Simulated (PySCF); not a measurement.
C4H12O4Ta (SMILES C[O][Ta]([O]C)([O]C)[O]C), doublet, at a GFN2-xTB geometry (such geometries of metal compounds can be far from the true shape) (the multiplicity is a formal guess) (core potentials on Ta); DF-PBE0/def2-SV(P) in PySCF.

The PySCF input:
```python
from pyscf import gto, scf, dft

mol = gto.Mole()
mol.atom = '''
    Ta   -0.000000   -0.000000   -0.000000
    O    -0.678057    1.073333    1.342575
    C    -1.155592    1.095400    2.642563
    H    -0.561047    1.788537    3.251052
    H    -2.200685    1.429698    2.658071
    H    -1.093071    0.089084    3.079428
    O     0.594548   -1.087568   -1.370409
    C     1.001074   -1.121740   -2.694065
    H     1.002740   -0.104482   -3.109536
    H     2.012478   -1.541122   -2.767282
    H     0.321940   -1.749954   -3.284267
    O    -0.078953   -1.461891    1.127366
    C     0.157196   -2.822371    1.236101
    H     0.508965   -3.217460    0.272984
    H     0.917435   -3.016161    2.003367
    H    -0.764999   -3.343526    1.522690
    O     0.162462    1.476127   -1.099532
    C    -0.002678    2.848711   -1.184600
    H    -0.418634    3.232858   -0.242876
    H     0.961310    3.336417   -1.377171
    H    -0.686432    3.096112   -2.006460
'''
mol.basis = 'def2-sv(p)'
mol.ecp = {'Ta': 'def2-sv(p)'}
mol.charge = 0
mol.spin = 1
mol.verbose = 5
mol.build()

mf = dft.UKS(mol)
mf.xc = 'pbe0'
mf = mf.density_fit(auxbasis='def2-universal-jkfit')
mf.kernel()
```

### Question
Predict the main parts of the log of this PySCF run.

### Answer

```
PySCF version 2.14.0

[INPUT] verbose = 5
[INPUT] max_memory = 4000
[INPUT] num. atoms = 21
[INPUT] num. electrons = 81
[INPUT] charge = 0
[INPUT] spin (= nelec alpha-beta = 2S) = 1
[INPUT] symmetry False subgroup None
[INPUT] Mole.unit = angstrom
[INPUT] Symbol           X                Y                Z      unit          X                Y                Z       unit  Magmom
[...]
[INPUT] ---------------- BASIS SET ----------------
[INPUT] l, kappa, [nprim/nctr], expnt,             c_1 c_2 ...
[INPUT] C
[...]
                                186.29004992      0.040638409211
                                42.251176346      0.18025593888
                                11.676557932      0.46315121755
                                3.5930506482      0.44087173314
[...]
                                2.0103545142      0.21117025112
                                0.54771004707     0.51328172114
[...]
[INPUT] H
[...]
                                1.9622572         0.13796524
                                0.44453796        0.47831935
[...]
[INPUT] O
[...]
                                340.87010191      -0.03989003923
                                77.363135167      -0.17853911985
                                21.47964494       -0.46427684959
                                6.6589433124      -0.44309745172
[...]
                                3.863550544       0.23094120765
                                1.0480920883      0.51375311064
[...]
[INPUT] Ta
[...]
                                12                -1.6510077975
[...]
                                5.69841           -0.46968874449
                                1.177721196       0.50905100155
                                0.54478533555     0.52298161137
[...]
                                1.4528884813      0.18558319471
                                0.61042908544     0.42959071631
                                0.2421627651      0.434972282315
[...]
nuclear repulsion = 567.771890808524
number of shells = 83
number of NR pGTOs = 290
number of NR cGTOs = 161
basis = def2-sv(p)
ecp = {'Ta': 'def2-sv(p)'}

******** <class 'pyscf.df.df_jk.DFUKS'> ********
method = DFUKS
initial guess = minao
damping factor = 0
level_shift factor = 0
DIIS = <class 'pyscf.scf.diis.CDIIS'>
diis_start_cycle = 1
diis_space = 8
diis_damp = 0
SCF conv_tol = 1e-09
SCF conv_tol_grad = None
SCF max_cycles = 50
direct_scf = False
number electrons alpha = 41  beta = 40
XC library pyscf.dft.libxc version 7.1.2
    S. Lehtola, C. Steigemann, M. J. T. Oliveira, and M. A. L. Marques,  SoftwareX 7, 1–5 (2018)
XC functionals = pbe0
    C. Adamo and V. Barone,  J. Chem. Phys. 110, 6158 (1999)
    M. Ernzerhof and G. E. Scuseria,  J. Chem. Phys. 110, 5029 (1999)
radial grids:
    Treutler-Ahlrichs [JCP 102, 346 (1995); DOI:10.1063/1.469408] (M4) radial grids

becke partition: Becke, JCP 88, 2547 (1988); DOI:10.1063/1.454033
pruning grids: <function nwchem_prune>
grids dens level: 3
symmetrized grids: False
atomic radii adjust function: <function treutler_atomic_radii_adjust>
small_rho_cutoff = 0
Set gradient conv threshold to 3.16228e-05
Density of valence part of ANO basis will be used as initial guess for Ta
atom Ta rad-grids = 100, ang-grids = [ 50  50  50  50  50  50  50  50  50  50  50  50  50  50  50  50  50  50
  50  50  50  50  50  50  50  50  50  50  50  86  86  86  86  86  86  86
  86  86  86  86  86  86  86  86  86 350 350 350 350 350 350 350 350 350
 350 350 434 434 434 434 434 434 434 434 434 434 434 434 434 434 434 434
 434 434 434 434 434 434 434 350 350 350 350 350 350 350 350 350 350 350
 350 350 350 350 350 350 350 350 350 350]
atom O rad-grids = 75, ang-grids = [ 50  50  50  50  50  50  50  50  50  50  50  50  50  50  50  50  50  50
  50  50  50  50  50  86  86  86  86  86  86  86  86  86 266 266 266 266
 266 266 266 302 302 302 302 302 302 302 302 302 302 302 302 302 302 302
 302 302 302 302 302 266 266 266 266 266 266 266 266 266 266 266 266 266
 266 266 266]
atom C rad-grids = 75, ang-grids = [ 50  50  50  50  50  50  50  50  50  50  50  50  50  50  50  50  50  50
  50  50  50  50  86  86  86  86  86  86  86  86  86  86 266 266 266 266
 266 266 302 302 302 302 302 302 302 302 302 302 302 302 302 302 302 302
 302 302 302 302 266 266 266 266 266 266 266 266 266 266 266 266 266 266
 266 266 266]
atom H rad-grids = 50, ang-grids = [ 50  50  50  50  50  50  50  50  50  50  50  50  50  50  50  86  86  86
  86 266 266 266 266 266 302 302 302 302 302 302 302 302 302 302 302 302
 302 266 266 266 266 266 266 266 266 266 266 266 266 266]
tot_boxes 6080, boxes in each direction [14 18 17]
Padding 0 grids
tot grids = 254504
nelec by numeric integration = [40.14332601 40.14332601]
******** <class 'pyscf.df.df.DF'> ********
auxbasis = def2-universal-jkfit
num shells = 317, num cGTOs = 1051
size of aux basis 1051
int3c2e [1/1], AO [0:83], nrow = 13041
E1 = -1816.765271699439  E2 = 744.3805169964621  Ecoul = 809.9812013190217  Exc = -65.6006843225596
init E= -504.612863894453
cond(S) = 599.4675340133942

  alpha mo_energy =
[-1.96443249e+01 -1.96441445e+01 -1.96440135e+01 -1.96440130e+01
 -1.04436305e+01 -1.04436124e+01 -1.04435900e+01 -1.04435899e+01
 -3.24929796e+00 -2.00260574e+00 -2.00260551e+00 -1.94600692e+00
 -1.43426461e+00 -1.40601350e+00 -1.36594504e+00 -1.36594490e+00
 -1.00945414e+00 -9.94092398e-01 -9.41431959e-01 -9.41431872e-01
 -7.97901106e-01 -7.65517049e-01 -7.65324314e-01 -7.38457678e-01
 -7.38457229e-01 -7.23525466e-01 -7.23524600e-01 -7.14804815e-01
 -6.96688154e-01 -6.96372397e-01 -6.96371885e-01 -6.77189158e-01
 -5.48073273e-01 -5.41545645e-01 -5.41545488e-01 -5.30322449e-01
 -5.15955369e-01 -5.15954495e-01 -5.15282177e-01 -5.11127118e-01
 -4.71697328e-01 -3.95684438e-01 -3.95684277e-01 -3.92455860e-01
 -1.80569902e-01 -1.61728752e-01 -1.56562379e-01 -1.05311869e-01
 -1.05298059e-01 -5.93954412e-02 -2.69705826e-02 -2.69698940e-02
 -2.32184552e-02 -1.23551292e-02 -1.22004908e-02  2.76762549e-03
[...]
  6.43111436e+02]
multiplicity <S^2> = 0.75438295  2S+1 = 2.0043782
nelec by numeric integration = [40.99999964 39.99999735]
E1 = -1852.9521166201168  E2 = 768.4361901049471  Ecoul = 835.303489995188  Exc = -66.86729989024093
cycle= 13 E= -516.744035706646  delta_E= -7.73e-12  |g|= 1.02e-06  |ddm|= 7.61e-06
  alpha mo_energy =
[-1.91962659e+01 -1.91962576e+01 -1.91961651e+01 -1.91961610e+01
 -1.02622969e+01 -1.02622946e+01 -1.02622745e+01 -1.02622735e+01
 -2.77191421e+00 -1.52729022e+00 -1.52728996e+00 -1.50672146e+00
 -1.01942633e+00 -1.01095127e+00 -9.84547118e-01 -9.84545841e-01
 -6.93939618e-01 -6.87600968e-01 -6.60855952e-01 -6.60855690e-01
 -5.13028155e-01 -5.06170115e-01 -4.88286807e-01 -4.62191304e-01
 -4.62190804e-01 -4.59442770e-01 -4.59441623e-01 -4.58126650e-01
 -4.51882248e-01 -4.37284575e-01 -4.30843665e-01 -4.30842223e-01
 -3.46037013e-01 -3.29404843e-01 -3.29404253e-01 -2.97987648e-01
 -2.90796562e-01 -2.81792624e-01 -2.81790518e-01 -2.78394035e-01
 -2.07756231e-01  4.58054041e-04  4.58090303e-04  1.66423223e-02
  2.68218557e-02  5.73402533e-02  6.92939075e-02  6.93031885e-02
  1.12031766e-01  1.31321590e-01  1.51076023e-01  1.51077055e-01
  1.52147993e-01  1.56312758e-01  1.56976636e-01  1.56977534e-01
  1.66256774e-01  1.67114873e-01  1.80133231e-01  1.85856728e-01
  1.85861660e-01  2.05997613e-01  2.38582985e-01  2.38589532e-01
  2.57736768e-01  2.57739676e-01  3.20448900e-01  3.54050369e-01
  3.69577730e-01  4.26053287e-01  4.26557268e-01  4.90637536e-01
  4.93767738e-01  4.93769714e-01  5.03173740e-01  5.16465638e-01
  5.23157440e-01  5.66580617e-01  5.66584593e-01  5.76550203e-01
  5.76552814e-01  5.92406199e-01  6.45684344e-01  6.54640975e-01
  6.92929535e-01  6.92931733e-01  6.98832165e-01  7.02023733e-01
  7.03365911e-01  7.16672322e-01  7.19771164e-01  7.19774048e-01
  7.25398744e-01  7.30054732e-01  7.30055209e-01  7.72530045e-01
  8.04515359e-01  8.04516170e-01  8.48429072e-01  9.15555577e-01
  9.48173079e-01  9.48180163e-01  1.06142172e+00  1.13524592e+00
  1.20504541e+00  1.20504702e+00  1.21814791e+00  1.21815280e+00
  1.22589512e+00  1.27331896e+00  1.29776203e+00  1.43557533e+00
  1.43557823e+00  1.48006048e+00  1.52452807e+00  1.56867688e+00
  1.59317332e+00  1.59317425e+00  1.63109190e+00  1.67190010e+00
  1.68318751e+00  1.68802639e+00  1.68802696e+00  1.87760672e+00
  1.88569086e+00  1.99926208e+00  1.99926395e+00  2.09837060e+00
  2.10794429e+00  2.10794516e+00  2.10998408e+00  2.11102383e+00
  2.11102466e+00  2.11354913e+00  2.11390015e+00  2.14789280e+00
  2.15338691e+00  2.16876403e+00  2.16876539e+00  2.63203147e+00
  2.66234690e+00  2.66746886e+00  2.66747138e+00  2.68966278e+00
  2.70700729e+00  2.70701136e+00  2.71325868e+00  2.89242261e+00
  2.90166153e+00  2.90211355e+00  2.90211389e+00  2.98516334e+00
  2.98516449e+00  3.00753217e+00  3.08105676e+00  3.36775883e+00
  3.37063926e+00  3.38157083e+00  3.38157265e+00  7.03542418e+01
  6.43107057e+02]
  beta  mo_energy =
[-1.91970119e+01 -1.91970038e+01 -1.91969110e+01 -1.91969069e+01
 -1.02622681e+01 -1.02622657e+01 -1.02622457e+01 -1.02622446e+01
 -2.75677523e+00 -1.51476477e+00 -1.51476446e+00 -1.47119615e+00
 -1.02050909e+00 -1.01209027e+00 -9.85495532e-01 -9.85494265e-01
 -6.93710048e-01 -6.87371585e-01 -6.61086065e-01 -6.61085809e-01
 -5.12287537e-01 -5.05283182e-01 -4.88004100e-01 -4.62403782e-01
 -4.62403267e-01 -4.59548450e-01 -4.59547304e-01 -4.58829570e-01
 -4.52834178e-01 -4.37438377e-01 -4.31124923e-01 -4.31123515e-01
 -3.45015549e-01 -3.26851244e-01 -3.26850708e-01 -2.99264680e-01
 -2.90485625e-01 -2.82410779e-01 -2.82408689e-01 -2.81919076e-01
 -6.86764614e-02  1.73265340e-02  1.73267643e-02  2.34573616e-02
  5.04479196e-02  6.85900635e-02  7.16066530e-02  7.16138132e-02
  1.12354049e-01  1.40696280e-01  1.52197258e-01  1.52197870e-01
  1.52228669e-01  1.56606490e-01  1.57613568e-01  1.57614330e-01
  1.68263324e-01  1.69722613e-01  1.82132915e-01  1.87562988e-01
  1.87567095e-01  2.14616969e-01  2.41675648e-01  2.41679961e-01
  2.65166227e-01  2.65168615e-01  3.24833096e-01  3.72212794e-01
  3.74983277e-01  4.30055138e-01  4.34300119e-01  4.90444432e-01
  4.93953119e-01  4.93954984e-01  5.12703593e-01  5.17621598e-01
  5.23821709e-01  5.67517853e-01  5.67520952e-01  5.78708648e-01
  5.78710704e-01  5.96832504e-01  6.46511869e-01  6.79821579e-01
  6.93023577e-01  6.93025601e-01  6.99016780e-01  7.02282016e-01
  7.03385215e-01  7.17338717e-01  7.20095956e-01  7.20098715e-01
  7.30314468e-01  7.30314922e-01  7.33281143e-01  7.72725790e-01
  8.05151231e-01  8.05151937e-01  8.50876537e-01  9.17862743e-01
  9.51418171e-01  9.51424942e-01  1.06102806e+00  1.14458415e+00
  1.20527822e+00  1.20527937e+00  1.22096774e+00  1.22097229e+00
  1.23611223e+00  1.27887689e+00  1.29875403e+00  1.43710801e+00
  1.43711071e+00  1.48004611e+00  1.52505448e+00  1.57053827e+00
  1.59578654e+00  1.59578731e+00  1.63112986e+00  1.67829807e+00
  1.68641986e+00  1.68839150e+00  1.68839204e+00  1.87869171e+00
  1.88848248e+00  2.00498201e+00  2.00498425e+00  2.09823853e+00
  2.10787942e+00  2.10788034e+00  2.11001393e+00  2.11096620e+00
  2.11096703e+00  2.11360429e+00  2.11373966e+00  2.14804346e+00
  2.15385132e+00  2.17184250e+00  2.17184369e+00  2.63020823e+00
  2.66147299e+00  2.66590670e+00  2.66590918e+00  2.68820488e+00
  2.70615646e+00  2.70616052e+00  2.71155459e+00  2.89088864e+00
  2.90058758e+00  2.90070514e+00  2.90070550e+00  2.98712801e+00
  2.98712913e+00  3.00755062e+00  3.08162931e+00  3.36723077e+00
  3.37000662e+00  3.38166810e+00  3.38166987e+00  7.03589012e+01
  6.43111436e+02]
multiplicity <S^2> = 0.75438292  2S+1 = 2.0043781
nelec by numeric integration = [40.99999964 39.99999735]
E1 = -1852.952113755271  E2 = 768.4361872401093  Ecoul = 835.3034860954756  Exc = -66.86729885536624
Extra cycle  E= -516.744035706638  delta_E= 7.96e-12  |g|= 1.6e-06  |ddm|= 2.74e-06
converged SCF energy = -516.744035706638  <S^2> = 0.75438292  2S+1 = 2.0043781
```
